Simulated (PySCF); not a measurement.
Te(OH)(OMe) (CH4O2Te), SMILES CO[Te]O. Geometry optimised at B3LYP-D3(BJ)/def2-SVP. The def2 effective core potentials stand for the cores of Te; spin–orbit coupling is left out. The values are those of a single conformer.

Level of theory: B3LYP-D3(BJ)/def2-SVP run with PySCF.

Harmonic wavenumbers (cm⁻¹): 88, 129, 229, 281, 446, 549, 598, 999, 1067, 1165, 1178, 1450, 1457, 1480, 2989, 3066, 3095, 3786. Rotational constants (GHz): 7.025, 2.890, 2.223; symmetry number 1.

Q: Work out the zero-point energy and the ideal-gas rigid-rotor harmonic-oscillator thermochemistry at 298.15 K and 1 atm.

A: ZPE = ½ Σ hcν = ½ × 24050 cm⁻¹ = 143.85 kJ/mol. H − E(el) = 162.01 kJ/mol. Entropy in J/(mol K): translation 173.21, rotation 110.32, vibration 50.99, total 334.52. G − E(el) = 62.27 kJ/mol. Cp = 84.84 J/(mol K). Modes under 150 cm⁻¹ make the vibrational entropy uncertain.
